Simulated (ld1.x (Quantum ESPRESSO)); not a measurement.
Ne (Z = 10): RRKJ pseudisation with PBE, scalar-relativistic reference atom.

ld1.x (Quantum ESPRESSO) 7.5 was run on this input:

```
&input
   title='Ne', zed=10., rel=1, dft='PBE', iswitch=3,
   config='[He] 2s2 2p5.75',
   nld=2, rlderiv=1.00, eminld=-5.0, emaxld=5.0, deld=0.02
 /
 &inputp
   pseudotype=2, tm=.false., rho0=0.01, lloc=-2, rcloc=0.75,
   nlcc=.true., rcore=0.65,
   file_pseudopw='Ne.UPF', file_wfcaegen='ae.wfc', file_wfcncgen='nc.wfc', file_beta='beta', file_chi='chi'
 /
2
2S  1  0   2.00   0.00  0.75  0.75  0.0
2P  2  1   5.75   0.00  0.90  0.90  0.0
 &test
   configts(1)='2s2 2p5.75'
 /
```

Command:

```bash
ld1.x < Ne.in > Ne.out
```

The program printed (shortened: banner, matrices, multipoles, cross overlaps and the repeated all-electron block are left out):

```
Program LD1 v.7.5
     --------------------------- All-electron run ----------------------------

     Ne
     scalar relativistic calculation

     atomic number is 10.00
     dft =PBE   lsd =0 sic =0 latt =0  beta=0.20 tr2=1.0E-14
     Exchange-correlation= PBE
                           (   1   4   3   4   0   0   0)
     mesh =1113 r(mesh) =  99.22747 a.u. xmin = -7.00 dx = 0.01250
     1 Ry =  13.60569312 eV, c = 137.03599908

     n l     nl                  e(Ry)          e(Ha)          e(eV)
     1 0     1S 1( 2.00)       -61.4380       -30.7190      -835.9067
     2 0     2S 1( 2.00)        -3.0039        -1.5019       -40.8695
     2 1     2P 1( 5.75)        -1.3005        -0.6502       -17.6939

     final scf error:  3.2E-15 reached in  26 iterations

     Etot =    -257.742987 Ry,    -128.871493 Ha,   -3506.771981 eV

     Ekin =     257.691541 Ry,     128.845771 Ha,    3506.072029 eV
     Encl =    -619.348227 Ry,    -309.674113 Ha,   -8426.661907 eV
     Eh   =     128.438610 Ry,      64.219305 Ha,    1747.496312 eV
     Exc  =     -24.524911 Ry,     -12.262456 Ha,    -333.678415 eV

     normalization and overlap integrals

     s(1S/1S) =  1.000000  <r> =   0.1579  <r2> =    0.0337  r(max) =   0.1025
     s(2S/2S) =  1.000000  <r> =   0.8892  <r2> =    0.9631  r(max) =   0.6770
     s(2P/2P) =  1.000000  <r> =   0.9533  <r2> =    1.2097  r(max) =   0.6203

     ------------------------ End of All-electron run ------------------------

     --------------------- Generating NC pseudopotential ---------------------

      Generating local potential from pseudized AE potential:
      Matching radius rcloc =   0.7500
      Enforcing V''(0)=0 (lloc=-2)

      Local pseudo, rcloc= 0.758 Estimated cut-off energy=    53.25 Ry

      Computing core charge for nlcc:

       r > 0.65 : true rho core
       r < 0.65 : rho core = a sin(br)/r    a=   0.09  b=   4.38

      Integrated core pseudo-charge :   0.02

      Wfc   2S  rcut= 0.758  Estimated cut-off energy=       79.25 Ry
      Using 4 Bessel functions for this wfc, rho(0) = 0.010
      This function has    0 nodes for 0 < r <    0.758

      Wfc   2P  rcut= 0.903  Estimated cut-off energy=      215.92 Ry
      This function has    0 nodes for 0 < r <    0.903

     ------------------- End of pseudopotential generation -------------------

     Computing logarithmic derivative in   1.00369
     Computing logarithmic derivative in   1.00369
     Computing the partial wave expansion
     R is outside the sphere for l=    0 j= 0.00
     R is outside the sphere for l=    1 j= 0.00

     ---------------------- Testing the pseudopotential ----------------------

     Ne
     scalar relativistic calculation

     atomic number is 10.00   valence charge is  8.00
     dft =PBE   lsd =0 sic =0 latt =0  beta=0.20 tr2=1.0E-14
     mesh =1113 r(mesh) =  99.22747 xmin = -7.00 dx = 0.01250

     n l     nl             e AE (Ry)        e PS (Ry)    De AE-PS (Ry)
     1 0     2S   1( 2.00)       -3.00385       -3.00391        0.00006
     2 1     2P   1( 5.75)       -1.30048       -1.30050        0.00002

     eps = 7.6E-15  iter = 10

     Etot =    -257.742987 Ry,    -128.871493 Ha,   -3506.771981 eV
     Etotps =   -69.324126 Ry,     -34.662063 Ha,    -943.202778 eV

     Ekin =      52.850457 Ry,      26.425229 Ha,     719.067101 eV
     Encl =    -154.846345 Ry,     -77.423173 Ha,   -2106.791857 eV
     Ehrt =      59.275573 Ry,      29.637786 Ha,     806.485253 eV
     Ecxc =     -11.729316 Ry,      -5.864658 Ha,    -159.585467 eV
     (Ecc =      -0.007994 Ry,      -0.003997 Ha,      -0.108758 eV)
     Epseu=     -14.874494 Ry,      -7.437247 Ha,    -202.377807 eV

     ---------------------- End of pseudopotential test ----------------------
```

Generation and configuration tests took about 2.1 s on one core of a shared server CPU.

Transferability test of the new file with ld1.x, input:

```
&input
   title='Ne', zed=10., rel=1, dft='PBE', iswitch=2,
   config='[He] 2s2 2p5.75'
 /
 &test
   file_pseudo='Ne.UPF', nconf=8,
   configts(1)='2s2 2p5.75',
   configts(2)='2s2 2p6',
   configts(3)='2s2 2p5',
   configts(4)='2s2 2p4',
   configts(5)='2s1 2p6',
   configts(6)='2s2 2p2',
   configts(7)='2s2 2p3',
   configts(8)='2s2 2p5.5'
 /
```

```bash
ld1.x < Ne.test.in > Ne.test.out
```

Pseudopotential blocks of its output, shortened (energy terms left out):

```
     ---------------------- Testing the pseudopotential ----------------------

     n l     nl             e AE (Ry)        e PS (Ry)    De AE-PS (Ry)
     1 0     2S   1( 2.00)       -3.00385       -3.00391        0.00006
     2 1     2P   1( 5.75)       -1.30048       -1.30050        0.00002

     eps = 8.7E-15  iter = 32

     Etot =    -257.742987 Ry,    -128.871493 Ha,   -3506.771982 eV
     Etotps =   -69.324126 Ry,     -34.662063 Ha,    -943.202780 eV

     ---------------------- End of pseudopotential test ----------------------

          ---------------------- Testing the pseudopotential ----------------------

     n l     nl             e AE (Ry)        e PS (Ry)    De AE-PS (Ry)
     1 0     2S   1( 2.00)       -2.67573       -2.67549       -0.00024
     2 1     2P   1( 6.00)       -0.98004       -0.97999       -0.00005

     eps = 6.3E-15  iter = 36

     Etot =    -258.027612 Ry,    -129.013806 Ha,   -3510.644510 eV
     Etotps =   -69.608775 Ry,     -34.804387 Ha,    -947.075626 eV
     dEtot_ae =      -0.284626 Ry
     dEtot_ps =      -0.284649 Ry,   Delta E=       0.000023 Ry

     ---------------------- End of pseudopotential test ----------------------

          ---------------------- Testing the pseudopotential ----------------------

     n l     nl             e AE (Ry)        e PS (Ry)    De AE-PS (Ry)
     1 0     2S   1( 2.00)       -4.09021       -4.09135        0.00114
     2 1     2P   1( 5.00)       -2.37221       -2.37208       -0.00012

     eps = 5.8E-15  iter = 32

     Etot =    -256.375699 Ry,    -128.187850 Ha,   -3488.169091 eV
     Etotps =   -67.956730 Ry,     -33.978365 Ha,    -924.598414 eV
     dEtot_ae =       1.367287 Ry
     dEtot_ps =       1.367396 Ry,   Delta E=      -0.000108 Ry

     ---------------------- End of pseudopotential test ----------------------

          ---------------------- Testing the pseudopotential ----------------------

     n l     nl             e AE (Ry)        e PS (Ry)    De AE-PS (Ry)
     1 0     2S   1( 2.00)       -5.74246       -5.74443        0.00198
     2 1     2P   1( 4.00)       -4.02943       -4.02643       -0.00300

     eps = 8.1E-15  iter = 34

     Etot =    -253.195543 Ry,    -126.597771 Ha,   -3444.900857 eV
     Etotps =   -64.777551 Ry,     -32.388776 Ha,    -881.343483 eV
     dEtot_ae =       4.547444 Ry
     dEtot_ps =       4.546574 Ry,   Delta E=       0.000869 Ry

     ---------------------- End of pseudopotential test ----------------------

          ---------------------- Testing the pseudopotential ----------------------

     n l     nl             e AE (Ry)        e PS (Ry)    De AE-PS (Ry)
     1 0     2S   1( 1.00)       -4.10537       -4.10594        0.00057
     2 1     2P   1( 6.00)       -2.38261       -2.38445        0.00183

     eps = 5.3E-15  iter = 38

     Etot =    -254.655281 Ry,    -127.327640 Ha,   -3464.761603 eV
     Etotps =   -66.236346 Ry,     -33.118173 Ha,    -901.191399 eV
     dEtot_ae =       3.087706 Ry
     dEtot_ps =       3.087780 Ry,   Delta E=      -0.000074 Ry

     ---------------------- End of pseudopotential test ----------------------

          ---------------------- Testing the pseudopotential ----------------------

     n l     nl             e AE (Ry)        e PS (Ry)    De AE-PS (Ry)
     1 0     2S   1( 2.00)       -9.62731       -9.61628       -0.01104  !
     2 1     2P   1( 2.00)       -8.02463       -7.98486       -0.03977  !

     eps = 2.7E-15  iter = 26

     Etot =    -241.284394 Ry,    -120.642197 Ha,   -3282.841414 eV
     Etotps =   -52.898188 Ry,     -26.449094 Ha,    -719.716509 eV
     dEtot_ae =      16.458593 Ry
     dEtot_ps =      16.425938 Ry,   Delta E=       0.032655 Ry

     ---------------------- End of pseudopotential test ----------------------

          ---------------------- Testing the pseudopotential ----------------------

     n l     nl             e AE (Ry)        e PS (Ry)    De AE-PS (Ry)
     1 0     2S   1( 2.00)       -7.59575       -7.59520       -0.00055
     2 1     2P   1( 3.00)       -5.92024       -5.90666       -0.01358  !

     eps = 5.6E-15  iter = 27

     Etot =    -248.239490 Ry,    -124.119745 Ha,   -3377.470323 eV
     Etotps =   -59.828635 Ry,     -29.914318 Ha,    -814.010054 eV
     dEtot_ae =       9.503497 Ry
     dEtot_ps =       9.495490 Ry,   Delta E=       0.008006 Ry

     ---------------------- End of pseudopotential test ----------------------

          ---------------------- Testing the pseudopotential ----------------------

     n l     nl             e AE (Ry)        e PS (Ry)    De AE-PS (Ry)
     1 0     2S   1( 2.00)       -3.34981       -3.35021        0.00040
     2 1     2P   1( 5.50)       -1.64003       -1.64009        0.00006

     eps = 5.6E-15  iter = 42

     Etot =    -257.375837 Ry,    -128.687919 Ha,   -3501.776662 eV
     Etotps =   -68.956937 Ry,     -34.478468 Ha,    -938.206918 eV
     dEtot_ae =       0.367149 Ry
     dEtot_ps =       0.367189 Ry,   Delta E=      -0.000040 Ry

     ---------------------- End of pseudopotential test ----------------------
```
